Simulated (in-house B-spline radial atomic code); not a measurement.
**The krypton ion Kr⁸⁺: [Ne] 3s2 3p5 3d10 4p1 (an excited or competing configuration)**

Computed with an all-electron radial atomic-structure program (B-spline basis): non-relativistic LC-wPBE, spin-polarised, spherical fractional occupations, point nucleus.

Z_r = [3n² - l(l+1)]/(2<r>); Z_e = n√(-2ε); the last column is Slater's effective charge. Values are occupation-weighted means over spin.

```json
{"shell": "1s", "electrons": "2", "ε (eV)": "-14071", "<r> (bohr)": "0.04244", "Z_r": "35.34", "Z_e": "32.16", "Slater": "35.70"}
{"shell": "2s", "electrons": "2", "ε (eV)": "-1969.8", "<r> (bohr)": "0.1876", "Z_r": "31.98", "Z_e": "24.06", "Slater": "31.85"}
{"shell": "2p", "electrons": "6", "ε (eV)": "-1798.1", "<r> (bohr)": "0.1617", "Z_r": "30.92", "Z_e": "22.99", "Slater": "31.85"}
{"shell": "3s", "electrons": "2", "ε (eV)": "-410.03", "<r> (bohr)": "0.534", "Z_r": "25.28", "Z_e": "16.47", "Slater": "25.10"}
{"shell": "3p", "electrons": "5", "ε (eV)": "-347.23", "<r> (bohr)": "0.5348", "Z_r": "23.37", "Z_e": "15.16", "Slater": "25.10"}
{"shell": "3d", "electrons": "10", "ε (eV)": "-238.06", "<r> (bohr)": "0.5279", "Z_r": "19.89", "Z_e": "12.55", "Slater": "15.85"}
{"shell": "4p", "electrons": "1", "ε (eV)": "-119.57", "<r> (bohr)": "1.373", "Z_r": "16.75", "Z_e": "11.86", "Slater": "11.55"}
```

The least bound orbital is 4p up at -119.6 eV, and it is also the most diffuse (<r> = 1.373 bohr). The part-filled 3p shell lies below the filled 3d shell in orbital energy.

Caution: exact exchange at fractional occupations of open shells leaves self-interaction of up to several eV.
